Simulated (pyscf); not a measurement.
Optimised with ωB97X-D3(BJ)/def2-SVP in PySCF.

Task: What is the homolytic dissociation enthalpy (298 K, ωB97M-D3(BJ)/def2-TZVP) of the O–Si bond of `[OH][SiH2][SiH2][O][SiH3]`, to HO–SiH₂–SiH₂• + •O–SiH₃?

Result: O–Si to HO–SiH₂–SiH₂• + •O–SiH₃: 121.3 kcal/mol. The 7 functionals that were run give +112.5 (PBE) to +122.8 kcal/mol (M06-2X). HO–SiH₂–SiH₂–O–SiH₃ lies 36.1 kcal/mol over its isomer H₃Si–O–SiH₂–O–SiH₃, and others may lie lower still (electronic energy, ωB97M-D3(BJ)). HO–SiH₂–SiH₂• lies 22.3 kcal/mol over its isomer •H₂Si–O–SiH₃, and others may lie lower still (electronic energy, ωB97M-D3(BJ)).
